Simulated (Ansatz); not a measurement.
Input for Ansatz (a quantum-chemistry and plane-wave program): R-wB97X-V/def2-TZVPP on GaH3O2 (SMILES [OH][GaH][OH]), a point of a torsion scan.

Ansatz 0.2 input:
```yaml
crystal:
  periodic: [false, false, false]
  atoms:
    - {symbol: O, position_ang: [-1.58005849, -0.33653046, 0.31729164]}
    - {symbol: Ga, position_ang: [-0.22496893, 0.71028703, 0.43289870]}
    - {symbol: O, position_ang: [0.75919267, 0.90936446, -0.97519671]}
    - {symbol: H, position_ang: [-1.90705958, -0.85432805, -0.41578875]}
    - {symbol: H, position_ang: [-0.06818786, 1.33702184, 1.79245631]}
    - {symbol: H, position_ang: [1.54133580, 1.42045804, -1.16128398]}
basis:
  gaussian:
    orbitals: def2-TZVPP
hamiltonian:
  xc: {name: wB97X-V}
scf: {lower_state_search: off}
```

Program output:

```
WARN ansatz: RAYON_NUM_THREADS=1 ignored (pool sized by the plan → 1); use --threads N
Functional definition: wB97X-V
these checks for a lower state are left out or cut short: stability, starts, cluster_reference, orbital_swaps, neighbouring_geometries, increment
integrals: 0.08 GiB planned
882 factors; their error is unknown
integrals: 0.12 GiB planned
198 factors; integrals over basis functions are off by at most 6.2e-6 eV
mean field: 0.74 GiB planned
mean field evaluation 1: about -56509.4149 eV, gradient 7.3e1 eV
mean field evaluation 2: about -56505.2655 eV, gradient 9.1e1 eV
mean field evaluation 4: about -56517.7957 eV, gradient 2.3e0 eV
mean field evaluation 8: about -56517.9306 eV, gradient 3.7e-2 eV
mean field evaluation 16: about -56517.9306 eV, gradient 4.9e-6 eV
mean field -56517.93059245 eV, -2076.9956400433 hartree, gradient 4.9e-6 eV, S^2 0.000000; 0 other end points of the search recorded, 0 dependent functions left out
reference -56517.93059065 eV, -2076.9956399771 hartree; 25, 25 occupied and 127, 127 virtual orbitals, 882 factors
Total energy: -56517.93059065 eV, -2076.9956399771 hartree
Checks for a lower state left out: stability, starts, cluster_reference, orbital_swaps, neighbouring_geometries, increment
```

The run converged.

Cost: roughly 4 core-seconds.
